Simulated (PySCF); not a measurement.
Gas-phase reaction: 4 ZnCH3 + 2 H ⇌ 4 ZnH2 + C4H6 (butadiene)

Energies from PySCF (xtb for GFN2), thermal terms from the rigid-rotor harmonic-oscillator model, ideal gas at 1 bar. † marks an energy on the PBE0/def2-TZVP geometry and frequencies; other levels use their own. CCSD(T) freezes the core. Open shells (unrestricted): ZnCH3 (multiplicity 2), H (multiplicity 2); the rest are closed-shell singlets. GFN2 has no spin-polarisation term. Zn: all electrons, no relativistic terms. ZnCH3, ZnH2: computed as isolated molecules; such fragments, hydroxides, amides, oligomers or adducts are transient or little studied in the gas. CCSD(T) isn't extrapolated to the basis-set limit.

ωB97X-V/def2-TZVP† gives ΔH°(298 K) = -593 kJ.

**Question.** What do CCSD(T)/def2-TZVPP†, PBE/def2-SVP, GFN2-xTB give?

**Answer.** CCSD(T)/def2-TZVPP†: -558 kJ; PBE/def2-SVP: -524 kJ; GFN2-xTB: -1153 kJ. For scale, ΔH°(298 K) is -593 kJ at this level, -584 kJ at ωB97M-V/def2-TZVP†, and runs from -1153 to -273 kJ over the 20 levels computed.
